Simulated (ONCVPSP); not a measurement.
## antimony: one change to an ONCV potential, before and after

```
Element                 : Sb (Z = 51)
Generator               : ONCVPSP 4.0.1
Type                    : optimised norm-conserving Vanderbilt (ONCV)
Functional              : PBE
Relativity              : scalar-relativistic
Frozen core             : [Ar] 3d10
Valence charge          : 23
Reference configuration : 4s2 4p6 4d10 5s2 5p2 (charge +1)
Partial waves           : 4s+5s: rc 1.40 bohr, ncon 4, nbas 8, qcut 9.2 1/bohr, 2 projectors; 4p+5p: rc 1.15 bohr, ncon 4, nbas 8, qcut 9.7 1/bohr, 2 projectors; 4d: rc 1.50 bohr, ncon 4, nbas 9, qcut 9.2 1/bohr, 1 projector; f scattering state at 0.08 Ha: rc 1.40 bohr, ncon 4, nbas 9, qcut 7.1 1/bohr, 3 projectors, debl 2.3 Ha
Local potential         : polynomial inside 0.90 bohr (lpopt 5, dvloc0 2 Ha)
Core correction         : polynomial model core, fcfact 0.6
```

All-electron outer shells of the reference configuration (PBE, scalar-relativistic, ld1.x):

```
shell  level (eV)  outermost node (bohr)  outermost maximum (bohr)
   3p     -758.95                   0.13                      0.29
   3d     -524.42                      –                      0.24
   4s     -157.36                   0.39                      0.73
   4p     -110.31                   0.39                      0.76
   4d      -42.01                   0.38                      0.84
   5s      -20.64                   0.95                      1.88
   5p      -11.99                   1.04                      2.24
```

Change: d: rc 2.2.

Cutoffs: the cutoffs (Ha) at which the residual kinetic energy of the hardest occupied pseudo-wave falls to 1 and 0.1 mHa per electron; they do not see the model core or the augmentation charge, which bear on the density cutoff. Errors are all-electron minus pseudo energies relative to the spin-unpolarised reference configuration.

Q: What does the change do?

A: The potential gets neither clearly harder nor softer (38 Ha and 50 Ha → 38 Ha and 50 Ha); both files keep a bound ghost (f); of the 4 tests that both files solve, the error grows in 2 and shrinks in 0 by more than 15 % and 0.3 meV (median size 2.5 → 2.9 meV).

```csv
quantity,base,changed
"cutoff, loose",38 Ha,38 Ha
"cutoff, tight",50 Ha,50 Ha
loose cutoff by channel,"s 30 Ha, p 38 Ha, d 35 Ha","s 30 Ha, p 38 Ha, d 27 Ha"
bound ghosts,f,f
GHOST(+) flags under 300 eV,s at 207.3 eV,s at 207.3 eV
"error for 4s2 4p6 4d10 5s2 5p3, meV [ΔE -8.32 eV]",+1.6,+1.4
"error for 4s2 4p6 4d10 5s2 5p1, meV [ΔE 15.97 eV]",-3.4,-4.5
"error for 4s2 4p6 4d10 5s2 5p0, meV [ΔE 40.38 eV]",-9.3,-17
"error for 4s2 4p6 4d10 5s2 5p2.5, meV [ΔE -5.06 eV]",+1.0,+0.9
s: phases at 1.42 bohr within 0.05 rad from the reference energy up to (Ha; the scan ends near 5),to the end of the scan,to the end of the scan
p: phases at 1.17 bohr within 0.05 rad from the reference energy up to (Ha; the scan ends near 5),to the end of the scan,to the end of the scan
f: phases at 1.42 bohr within 0.05 rad from the reference energy up to (Ha; the scan ends near 5),to the end of the scan,to the end of the scan
"rms error of d²Exc/dni dnj with the model core, mHa",1.47,1.56
```

 A true bound ghost makes a file unfit for plane-wave use even where its test errors are small: the radial tests pick states by their node count and pass the ghost by.
